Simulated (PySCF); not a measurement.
## Calculated NMR parameters of Cc1cn(C2CC2)cp1

```
Formula                               : C7H10NP
SMILES                                : Cc1cn(C2CC2)cp1
InChI                                 : InChI=1S/C7H10NP/c1-6-4-8(5-9-6)7-2-3-7/h4-5,7H,2-3H2,1H3
Point group of the computed structure : C1
Carbon signals                        : 6
Proton signals                        : 6
```

Structure with atom numbers: `[CH3:1][c:2]1[cH:3][n:4]([CH:5]2[CH2:6][CH2:7]2)[cH:8][p:9]1`. Each H is labelled by its parent atom. Ha(C6), Ha(C7) are cis to N4 on the ring; Hb(C6), Hb(C7) are trans to N4 on the ring.

[PySCF: GFN2-xTB geometry; GIAO PBE0/pcSseg-1 shieldings; equivalent nuclei averaged; a single conformation; no relativistic terms; gas phase]

References, each an isolated molecule treated in the same way: TMS for ¹H (31.72 ppm) and ¹³C (186.93 ppm); ³¹P (318.38 ppm) against H3PO4; ¹⁵N (267.73 ppm) vs NH3.

| carbon | δC, type | δH (multiplicity) | HMBC from (2–3 bonds) | span of the C tensor (ppm) |
| --- | --- | --- | --- | --- |
| C1 | 18.2, CH3 | 2.56 (m) | H(C3) | 34 |
| C2 | 151.9, C | – | H(C8), H(C3), H(C1) | 227 |
| C3 | 133.2, CH | 7.30 (m) | H(C8), H(C5), H(C1) | 138 |
| C5 | 33.5, CH | 3.43 (m) | H(C8), H(C3), Ha(C6)/Ha(C7), Hb(C6)/Hb(C7) | 101 |
| C6/C7 | 9.5, CH2 | Hb(C6) 0.89 (m); Ha(C6) 0.99 (m) | H(C5), Ha(C6)/Ha(C7), Hb(C6)/Hb(C7) | 63 |
| C8 | 161.7, CH | 8.09 (m) | H(C3), H(C5) | 232 |

Other nuclei:
```tsv
atoms	nucleus	environment	δ (ppm)	σ (ppm)
P9	³¹P	phosphorus bonded to 2 C, in a 5-membered ring	124.1	194.3
N4	¹⁵N	pyrrole-type ring nitrogen	207.1	60.6
```

- δC 161.7, 133.2: aromatic CH next to a ring nitrogen.
- δC 151.9: substituted aromatic carbon.
- δC 33.5, 9.5: three-membered-ring carbon.
- δC 18.2: methyl carbon on an aromatic ring; a saturated carbon with 1 carbon neighbour and no heteroatom attached.
- δH 8.09, 7.30: hydrogen on an aromatic CH next to a ring nitrogen.

Splittings by ³¹P in the carbon and heteronuclear signals aren't shown, as no couplings were computed. Shifts are as computed. Against solution values, carbons near 30 ppm lie about +3 ppm off and those near 130 ppm about +5 ppm. Of 1211 compounds with measured shifts, 218 miss one by over three times the rms of a fit or turn the order of signals round; such compounds aren't used in these exercises. Experimental scales use liquid or dissolved standards, which lie at an offset from isolated NH3 (liquid NH3: subtract about 20 ppm) and H3PO4. Unscaled 15N shifts of sp2 nitrogen come out 20 to 40 ppm too high even then. No couplings were computed; multiplicities are counted from neighbouring protons, with m where these are inequivalent, close in shift, in a saturated or five-membered ring or joined by F or P, and br s for small geminal =CH2 splittings.
